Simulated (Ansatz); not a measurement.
Molecule: C$_{3}$H$_{8}$BrSi, net charge 0, doublet state. It need not be the lowest isomer of its formula. 
Structure (B3LYP-D3(BJ)/def2-TZVP (Ansatz, a first-principles code) minimum search):
```xyz
13

Si    -0.0422     0.0661    -0.8609
C      1.6019    -0.3671    -1.5495
C     -1.3571    -1.1385    -1.4061
C     -0.4946     1.8392    -1.2197
Br     0.1273    -0.1245     1.3998
H      1.8888    -1.3881    -1.7758
H      2.3958     0.3624    -1.6663
H     -1.0759    -2.1620    -1.1540
H     -1.5013    -1.0783    -2.4878
H     -2.3086    -0.9191    -0.9193
H     -0.6125     1.9900    -2.2958
H      0.2799     2.5186    -0.8611
H     -1.4324     2.1059    -0.7300
```
Charge 0, spin multiplicity 2.

Total electronic energies in hartree. Cores are frozen in the correlated levels unless marked. Open shells are spin-unrestricted. No spin-orbit coupling. Frozen are the shells of the preceding noble gas and the d and f shells that filled before the atom's block. Non-relativistic. Basis-set limits of correlation are two-point, X^-3; Hartree-Fock from the larger set.

```json
[
 {"level": "PBE/def2-TZVPD", "program": "Ansatz", "energy (Eh)": "-2982.14974"},
 {"level": "B2GP-PLYP-D3(BJ)/def2-TZVPD", "program": "Ansatz + dftd3", "energy (Eh)": "-2981.99969"},
 {"level": "MP2/STO-3G", "program": "Ansatz", "energy (Eh)": "-2947.38026"},
 {"level": "MP2/def2-TZVPP", "program": "Ansatz", "energy (Eh)": "-2980.49608"},
 {"level": "SCS-MP2/6-31G", "program": "Ansatz", "energy (Eh)": "-2979.52474"},
 {"level": "SCS-MP2/def2-QZVPP", "program": "Ansatz", "energy (Eh)": "-2980.63038"},
 {"level": "CCSD/6-31G", "program": "Ansatz", "energy (Eh)": "-2979.57308"},
 {"level": "CCSD(T)/def2-QZVPP", "program": "Ansatz", "energy (Eh)": "-2980.71303"},
 {"level": "CCSD(T)/CBS(def2-TZVPP,def2-QZVPP)", "program": "Ansatz", "energy (Eh)": "-2980.7533"}
]
```

Totals of different functionals don't rank their quality; only differences between species are comparable.
